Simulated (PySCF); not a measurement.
## MSe for M along the fifth-period p block

PBE with double-zeta basis sets in PySCF, for the lowest determinant that a PBE0 search found; no spin–orbit coupling. De refers to high-spin ground-configuration atoms. A positive dipole means M(−)Se(+).

```json
{"M": "Sn", "basis": "def2-SVP", "state (unpaired electrons)": "singlet (closed shell)", "Re (Å)": "2.370", "ωe (cm⁻¹)": "318", "De (eV)": "4.90", "μ (D)": "-2.61"}
{"M": "Sb", "basis": "def2-SVP", "state (unpaired electrons)": "doublet (π ↑)", "Re (Å)": "2.379", "ωe (cm⁻¹)": "319", "De (eV)": "3.51", "μ (D)": "-1.73"}
{"M": "Te", "basis": "cc-pVDZ-PP", "state (unpaired electrons)": "triplet (π ↑↑)", "Re (Å)": "2.404", "ωe (cm⁻¹)": "304", "De (eV)": "3.67", "μ (D)": "-0.91"}
{"M": "I", "basis": "cc-pVDZ-PP", "state (unpaired electrons)": "doublet (π ↑)", "Re (Å)": "2.492", "ωe (cm⁻¹)": "262", "De (eV)": "2.48", "μ (D)": "-0.66"}
```

The shortest bond is that of SnSe (2.370 Å), the longest that of SeI (2.492 Å). SnSe is bound most strongly (4.90 eV) and SeI least (2.48 eV).

The rows differ in basis set, which adds steps of its own.

The state changes along the series, so neighbouring rows are not always alike in their bonding.

These are scalar-relativistic numbers at best; spin–orbit coupling would shift them, the dissociation energy most. States were picked by a PBE0 search and need not be the measured ground states.
